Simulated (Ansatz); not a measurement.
H₆O₇SiTi, SMILES `O[Si](O)(O)[O][Ti]([OH])([OH])[OH]`, 15 atoms. Charge 0, multiplicity 1. Correlated methods include outer-core shells of Ti, which these sets cover unevenly. Scalar relativity is left out up to krypton. Hardware: A = 4 threads of an AMD EPYC 7R13 on a shared host; B = 4 threads of an AMD EPYC 7R13 on a shared host and a share of an NVIDIA H100 80 GB. Correlated methods freeze the cores.

(1) Give the basis size and wall time and peak host memory of each of these runs in Ansatz. RKS ωB97M-V/def2-SVP energy [A]; RKS ωB97M-V/def2-QZVPP energy [B]; RHF-CCSD(T)/def2-SVP energy [B]; RKS PBE0-D4/def2-TZVP frequencies [B]; RKS PBE0-D4/def2-SVP energy [A]; RKS CAM-B3LYP-D4/def2-TZVPP energy [B]; RKS PBE0-D4/def2-QZVPP energy [B]; RHF-CCSD(T)/def2-TZVPP energy [B]; RKS r2SCAN-D4/def2-TZVPP energy and forces [B]; RKS PBE-D4/def2-TZVPP energy and forces [B]; direct RPA on PBE orbitals/def2-TZVPP energy [B]; RHF-MP2/def2-QZVPP energy [B]. (An estimate is asked.)

Results:

(1) Ansatz gave: Other jobs shared the machine, so times are rough.

| level | job | functions | wall time | peak host memory (GiB) |
| --- | --- | --- | --- | --- |
| RKS PBE0-D4/def2-SVP | energy [A] | 177 | 3 s | 0.62 |
| RKS PBE-D4/def2-TZVPP | energy and forces [B] | 407 | 3.5 s | 0.92 |
| RKS PBE0-D4/def2-QZVPP | energy [B] | 742 | 3.9 s | 1.3 |
| RKS CAM-B3LYP-D4/def2-TZVPP | energy [B] | 407 | 4.4 s | 0.95 |
| RKS r2SCAN-D4/def2-TZVPP | energy and forces [B] | 407 | 4.8 s | 0.96 |
| RHF-CCSD(T)/def2-SVP | energy [B] | 177 | 5.5 s | 0.79 |
| RKS ωB97M-V/def2-QZVPP | energy [B] | 742 | 5.5 s | 1.4 |
| RHF-MP2/def2-QZVPP | energy [B] | 742 | 7.5 s | 1.4 |
| direct RPA on PBE orbitals/def2-TZVPP | energy [B] | 407 | 8.5 s | 2 |
| RKS ωB97M-V/def2-SVP | energy [A] | 177 | 10 s | 0.91 |
| RHF-CCSD(T)/def2-TZVPP | energy [B] | 407 | 51 s | 0.89 |
| RKS PBE0-D4/def2-TZVP | frequencies [B] | 335 | 3 min | 1.1 |
